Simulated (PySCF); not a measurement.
## Frontier orbitals and the lowest excitations

Species: C6H5NO.
Bonds: C1–C2 (triple), C2–C3, C3–C4 (triple), C4–C5, C5–C6, C6–N7, C6–O8 (double). Hydrogens: H9 on C1; H10, H11 on C5; H12, H13 on N7.

Method: PySCF 2.14.0, density-fitted response routines, TDDFT PBE0/def2-SVPD, vertical, gas phase, core orbitals frozen in the response. Isolated species at its GFN2-xTB geometry (one conformer only). Torsions of this conformer, `[CH:1]#[C:2][C:3]#[C:4][CH2:5][C:6]([NH2:7])=[O:8]`: C4–C5–C6–N7 -20°, H–N7–C6–C5 179°, H–N7–C6–C5 5°.

Kohn–Sham orbitals with the atoms that hold most of them (Löwdin shares over 4%, at most four atoms; ? is withheld):

```tsv
orbital	ε (eV)	atoms
HOMO-3	-8.32	O8 34%, N7 22%, C1 9%, C6 8%
HOMO-2	-8.18	O8 38%, N7 26%, C6 8%, C1 6%
HOMO-1	-7.62	C1 24%, C4 23%, C3 20%, C2 18%
HOMO	?	?
LUMO	-1.00	?
LUMO+1	-0.88	C1 25%, C4 21%, C2 20%, C3 16%
LUMO+2	0.30	C6 34%, O8 24%, N7 14%, C5 10%
```

Task: Give the leading atoms of the HOMO.

Result: O8 (bonded to C) 31%; C1 (bonded to C and H) 14%; C4 (bonded to 2 C) 13%; C3 (bonded to 2 C) 13%. By element: carbon 40% or more, oxygen 31%.

Task: Which atoms hold the LUMO, and with what shares?

Result: C1 (bonded to C and H) 24%; C4 (bonded to 2 C) 21%; C2 (bonded to 2 C) 20%; C3 (bonded to 2 C) 17%.

Task: What is the HOMO energy, and the HOMO–LUMO gap?

Result: ε(HOMO) = -7.35 eV; the gap is 6.35 eV (0.2334 hartree).

Task: How does S1 compare with the orbital gap of 6.35 eV?

Result: S1 is at 4.71 eV (f = 0.0006), 1.64 eV below the gap, made of HOMO-1→LUMO (50%), HOMO→LUMO (23%), HOMO→LUMO+1 (18%). Its leading pair isn't HOMO and LUMO; the energies of that pair differ by 6.62 eV. 

Next come S2 at 4.93 eV (f 0.0015), HOMO-1→LUMO (36%), HOMO→LUMO+1 (31%), HOMO-1→LUMO+1 (13%); S3 at 4.95 eV (f 0.0066), HOMO-1→LUMO+1 (38%), HOMO→LUMO+1 (28%), HOMO→LUMO (22%); S4 at 5.72 eV (f 0.0074), HOMO→LUMO+2 (63%), HOMO-2→LUMO+2 (12%), HOMO-3→LUMO+2 (9%); S5 at 6.10 eV (f 0.164), HOMO-2→LUMO (37%), HOMO→LUMO (26%), HOMO-3→LUMO (19%).

Löwdin shares depend on the basis, the more so with diffuse functions.

Hardware: Arm Neoverse V1, one thread, on a shared host. Cost: 32 s (with the writing of density and orbital grids), 0.82 GiB resident at most.
